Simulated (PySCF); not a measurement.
S (sulfur, neutral) across methods

[Ne] 3s2 3p4, high-spin 3P determinant. All numbers are calculated (PySCF 2.14, the spin-free X2C one-electron Hamiltonian (Gaussian nucleus), in aug-cc-pVQZ-DK (7s6p4d3f2g, 84 functions)).

| method | E (hartree) | mean ε 3s β (eV) | mean ε 3p α (eV) | mean ε 3p β (eV) | Σ⟨r²⟩ (bohr²) | ⟨S²⟩ |
| --- | --- | --- | --- | --- | --- | --- |
| PW91 | -399.2014 | -15.997 | -7.736 | -6.200 | 29.22 | 2.004 |
| UHF | -398.59406 | -21.185 | -12.589 | -10.309 | 29.13 | 2.013 |
| M06 | -399.1952 | -17.497 | -8.802 | -7.145 | 28.87 | 2.004 |
| LDA | -397.8119 | -16.168 | -7.735 | -6.155 | 29.33 | 2.003 |
| PBE0 | -399.0733 | -17.553 | -9.093 | -7.407 | 29.01 | 2.005 |
| PBE | -399.0406 | -15.940 | -7.694 | -6.146 | 29.23 | 2.004 |
| r2SCAN | -399.1815 | -16.035 | -8.120 | -6.405 | 28.97 | 2.008 |
| BHandHLYP | -399.2194 | -19.166 | -10.253 | -8.562 | 29.06 | 2.006 |

(1) Estimate the same row for B97-3.

Results:

(1) E (hartree) = -399.1634; mean ε 3s β (eV) = -17.748; mean ε 3p α (eV) = -9.018; mean ε 3p β (eV) = -7.439; Σ⟨r²⟩ (bohr²) = 28.95; ⟨S²⟩ = 2.004.
